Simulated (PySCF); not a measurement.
```xyz
3
charge 0 multiplicity 1, angstrom
Sn    0.0000    0.0000   -0.3069
F     1.4690    0.0000    0.9927
F    -1.4690    0.0000    0.9927
```

Computed with PySCF, PBE, basis Sn def2-TZVP with ECP28, F def2-TZVP (scalar-relativistic core potentials, no spin–orbit coupling, density fitting).

This geometry of SnF2 is a stationary point at this level.

Question: What is the point group?

Answer: C2v.

Question: Is it a minimum?

Answer: Yes: all harmonic wavenumbers are real.

Question: List the harmonic modes with their infrared intensities.

Answer: 
```
symmetry  ω (cm⁻¹)  IR (km/mol)
      a1       176          9.4
      b2       555          108
      a1       570         77.2
```

In C2v the vibrations span 2a1 + b2. Here b1 is antisymmetric to the molecular plane and b2 lies in it.
